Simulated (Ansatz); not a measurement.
Two isomers of CH7BFNSi: A = `CNB(F)[SiH3]`, B = `C[SiH](N)BF`.

Program: Ansatz. Geometries: PBE0-D4/def2-TZVP. ΔE: electronic, gas phase. CCSD(T)/CBS is the MP2 limit (def2-TZVPP, def2-QZVPP) plus CCSD(T) − MP2 in def2-TZVPP, frozen cores. Functionals use def2-TZVPP. B3LYP here is the variant with VWN-RPA as its local correlation; programs differ in this. One conformer a species, not always the lowest.

(1) Which is lower in electronic energy at CCSD(T)/CBS, and by how much? (Best estimate.)

(2) Give E(B) − E(A) in kcal/mol with HF/def2-TZVPP, PBE0-D4, ωB97M-V, B3LYP, CCSD(T)/def2-TZVPP, B3LYP-D4, PBE-D4. (An estimate is asked.)

Largest T1 diagnostic: 0.013.

Answers

(1) Ansatz gave: A, by 5.8 kcal/mol.

(2) The calculation gave: HF/def2-TZVPP 6.0, PBE0-D4 8.2, ωB97M-V 6.5, B3LYP 7.9, CCSD(T)/def2-TZVPP 7.0, B3LYP-D4 7.9, PBE-D4 9.1. None reverses the order clearly.

From PBE to PBE0 (25 % exact exchange), in def2-TZVPP and without D4, E(B) − E(A) moves by −0.9 kcal/mol.
